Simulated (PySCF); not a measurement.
Species: AsP3OOO nortricyclane, AsO₃P₃.
Bonds: As1–O2, As1–O5, As1–O7, O2–P3, P3–P4, P3–P6, P4–O5, P4–P6, P6–O7.

Computed, not measured: PBE0-D3(BJ)/def2-SVP geometry optimisation, gas phase (PySCF).

Task: List the bond lengths, angles and torsions at this level.

Result: 
```json
{"bond": "As1–O2, As1–O5, As1–O7", "length (pm)": "180.0"}
{"bond": "O2–P3, P4–O5, P6–O7", "length (pm)": "167.4"}
{"bond": "P3–P4, P3–P6, P4–P6", "length (pm)": "228.4"}
```

Bonds in one row agree within 1 pm and their mean is given. A selection of angles:
```json
{"angle": "O2–As1–O5", "degrees": "92.5"}
{"angle": "As1–O2–P3", "degrees": "117.2"}
{"angle": "O2–P3–P4", "degrees": "95.4"}
{"angle": "P4–P3–P6", "degrees": "60.1"}
```

Torsions: O5–As1–O2–P3 -46° (synclinal); O2–As1–O5–P4 46° (synclinal); O2–As1–O7–P6 -46° (synclinal); As1–O2–P3–P4 30°; O2–P3–P4–O5 0° (synperiplanar); O2–P3–P6–P4 93° (anticlinal); P3–P4–O5–As1 -30°; P3–P6–O7–As1 30°.

As1 (arsenic bonded to 3 O) is pyramidal (angles 92.5°, 92.5° and 92.5°, sum 277.4°, 0.99 Å off the plane of its three neighbours). All 3 P–P bonds measure 2.283 to 2.285 Å. All 3 O–P bonds measure 1.673 to 1.674 Å. P3 (phosphorus bonded to O and 2 P) is pyramidal (angles 95.4°, 95.4° and 60.1°, sum 250.9°, 1.21 Å off the plane of its three neighbours). All 3 As–O bonds measure 1.800 Å. O2 (oxygen bonded to As and P) is bent (angle 117.2°).

Point group: C3v (every atom within 0.08 Å of its image). No PBE0-D3(BJ)/def2-SVP frequencies stand behind this structure, so it isn't proved a minimum. One conformer, not necessarily the lowest.

On one thread of an Arm Neoverse V2, shared host, this took 67 s of wall time and 0.51 GiB of memory at its peak. These figures are those of the optimisation.
